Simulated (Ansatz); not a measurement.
```yaml
crystal:
  periodic: [false, false, false]
  atoms:
    - {symbol: C, position_ang: [-0.296527, -1.144152, 1.420000]}
    - {symbol: C, position_ang: [0.534101, -0.400312, 0.395782]}
    - {symbol: C, position_ang: [1.106608, -1.317801, -0.663781]}
    - {symbol: O, position_ang: [-0.283571, 0.574538, -0.236377]}
    - {symbol: Si, position_ang: [0.038285, 2.199695, -0.155523]}
    - {symbol: N, position_ang: [-1.283596, 2.736082, -1.090012]}
    - {symbol: H, position_ang: [-0.685997, -0.456501, 2.173319]}
    - {symbol: H, position_ang: [-1.143277, -1.634237, 0.932924]}
    - {symbol: H, position_ang: [0.302601, -1.906028, 1.924294]}
    - {symbol: H, position_ang: [1.364444, 0.105909, 0.912631]}
    - {symbol: H, position_ang: [0.298851, -1.812584, -1.208880]}
    - {symbol: H, position_ang: [1.740060, -2.083988, -0.210550]}
    - {symbol: H, position_ang: [1.706691, -0.752591, -1.379660]}
    - {symbol: H, position_ang: [-1.976117, 2.129849, -1.504868]}
    - {symbol: H, position_ang: [-1.444255, 3.711418, -1.279898]}
basis:
  gaussian: {orbitals: cc-pVDZ}
magnetization: {spin_polarized: true, initial_magnetization: 2}
hamiltonian: {xc: {name: HF}}
correlation: {method: mp2, frozen_orbitals: {C: 0}}
scf: {lower_state_search: full}
```

```sh
$ ansatz run in.yaml --threads 4 --pin off --events-out ev --progress --plain --max-ram 11315MiB
```

Shortened log:

```
Functional definition: HF
  name "HF"
  cite "Fock, Z. Phys. 61, 126 (1930) doi:10.1007/BF01340294"
  parent pbe
  exchange = exact_x
  correlation = 0
Error: "frozen_orbitals" has no count for O
```

(1) What is wrong with this run?

Answers

(1) Frozen orbitals are typed for one element alone, and the program wants a count for each. The input was rejected before any iteration.
